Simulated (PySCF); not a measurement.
# `C=CO[SiH2]OC` in a uniform electric field

C3H8O2Si.
Atom-mapped SMILES: `[CH2:1]=[CH:2][O:3][SiH2:4][O:5][CH3:6]` (hydrogens: H7, H8 on C1; H9 on C2; H10, H11 on Si4; H12, H13, H14 on C6)

Geometry (GFN2-xTB, Å), atoms numbered from 1 in this order:
```xyz
14
C3H8O2Si angstrom
C      3.2308   -0.4008   -0.2959
C      2.1642    0.2827    0.0808
O      0.9135   -0.1588   -0.1259
Si    -0.4942    0.5798    0.1639
O     -1.4890   -0.6105   -0.2664
C     -2.8780   -0.5716   -0.2597
H      4.2202   -0.0275   -0.1139
H      3.1343   -1.3480   -0.7949
H      2.2455    1.2402    0.5831
H     -0.6381    0.9418    1.5776
H     -0.6550    1.7761   -0.6683
H     -3.2473   -1.5610   -0.5310
H     -3.2490    0.1611   -0.9803
H     -3.2586   -0.3040    0.7289
```

Level: PBE0/def2-SVPD (PySCF); nuclei fixed, core orbitals frozen in the response. Permanent dipole (-1.339, 1.235, 0.511) D (1 au = 2.5417 D). Static polarisability (au):

```
x   92.20 -3.64 -2.28
y   -3.64 62.89  3.28
z   -2.28  3.28 58.10
```

Only the terms in μ and α are kept: μ(F) = μ + αF and ΔE = −μ·F − ½ F·αF.

Q: Apply 0.003 au along ±x, ±y and ±z in turn. Tabulate induced and total dipoles and both energy terms.

A: 
```csv
field along,induced x (D),induced y (D),induced z (D),total size (D),−μ·F (kJ/mol),−½F·αF (kJ/mol)
+x,0.703,-0.028,-0.017,1.451,+4.149,-1.089
−x,-0.703,0.028,0.017,2.458,-4.149,-1.089
+y,-0.028,0.480,0.025,2.257,-3.827,-0.743
−y,0.028,-0.480,-0.025,1.589,+3.827,-0.743
+z,-0.017,0.025,0.443,2.083,-1.584,-0.686
−z,0.017,-0.025,-0.443,1.793,+1.584,-0.686
```

Q: For the field (-0.0024, 0.0000, -0.0030) au, what is the induced dipole, and what angle does it make with the field?

A: αF = (-0.545, -0.003, -0.429) D, at 13.1° to the field. The polarisability along this direction, F·αF/F², is 69.18 au, against a mean of 71.06 au.

Q: Which field along μ doubles the dipole in that direction (linear response)?

A: The polarisability along the dipole is 82.61 au, so F = 0.7443 au / 82.61 au = 0.0090 au = 0.46 V/Å; higher-order terms are ignored.

Q: What field makes μF equal to kT at 200 K?

A: kT = 0.6334 × 10⁻³ Eh, so F = 0.000851 au = 4.38 MV/cm.

Q: Induction energy −ᾱe²/2R⁴ of a unit charge at 8 Å, the molecule taken as a point?

A: R = 15.12 bohr, so the energy is −71.1/(2 × 15.12⁴) Eh = -1.79 kJ/mol. The charge–dipole term at its most favourable orientation, −μe/R², is -8.55 kJ/mol.

The structure is a single GFN2-xTB conformer in the gas phase; no vibrational or solvent corrections.

The run behind these numbers computed excited states as well. On an Arm Neoverse V2 with one thread, shared host with 32 logical CPUs at a one-minute load of 30, this took 26 s of wall time (grids of density and orbitals included) and 0.78 GiB of memory at its peak.
